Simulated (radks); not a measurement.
Results of a calculation; reference values are marked as such.
Species: Cs XV. Configuration: [Ar] 3d10 4s1 4p6 4d6 (not the ground configuration).

Code: a radial shooting solver on a logarithmic mesh with Libxc functionals. Model: scalar-relativistic Kohn-Sham, BLYP, spin-polarised, spherical densities, finite nucleus; open shells are filled with parallel spins first (spin-orbit coupling, left out, can overturn this in heavy ions); Fermi nuclear charge, rms radius 4.8041 fm.

Energy parts (hartree):
total: -7713.0045
kinetic: 8129.4897
electron-nucleus: -18214.7643
Hartree: 2554.6072
exchange-correlation: -182.3371

Orbitals (lengths in bohr, moments of r in powers of bohr):
| orbital | occ. | eigenvalue (hartree) | <r> |
|---|---|---|---|
| 1s up | 1 | -1327.022 | 0.02611 |
| 1s down | 1 | -1327.003 | 0.02611 |
| 2s up | 1 | -217.6270 | 0.1121 |
| 2s down | 1 | -217.5403 | 0.1121 |
| 2p up | 3 | -196.4146 | 0.09817 |
| 2p down | 3 | -196.3440 | 0.09815 |
| 3s up | 1 | -53.77846 | 0.2983 |
| 3s down | 1 | -53.72423 | 0.2981 |
| 3p up | 3 | -46.95376 | 0.2960 |
| 3p down | 3 | -46.89417 | 0.2958 |
| 3d up | 5 | -36.97639 | 0.2720 |
| 3d down | 5 | -36.89530 | 0.2718 |
| 4s up | 1 | -18.20470 | 0.6662 |
| 4s down | 0 | -17.91066 | 0.6669 |
| 4p up | 3 | -15.90488 | 0.6965 |
| 4p down | 3 | -15.61558 | 0.6981 |
| 4d up | 5 | -12.51353 | 0.7409 |
| 4d down | 1 | -12.23679 | 0.7448 |

The highest occupied level is 4d down at -332.98 eV. The configuration is held as typed, so some empty levels lie below it. Summed over all electrons, <r^2> = 9.361 bohr^2, which gives a Langevin (diamagnetic) susceptibility term of -7.41 x 10^-6 cm^3/mol. The spin density at the nucleus is 775.3 e/bohr^3 (1s 2.4, 2s -4.5, 3s 0.6, 4s 776.9). Spin moment in Bohr magnetons: 5. The density falls to 0.001 e/bohr^3 at r = 1.85 bohr.
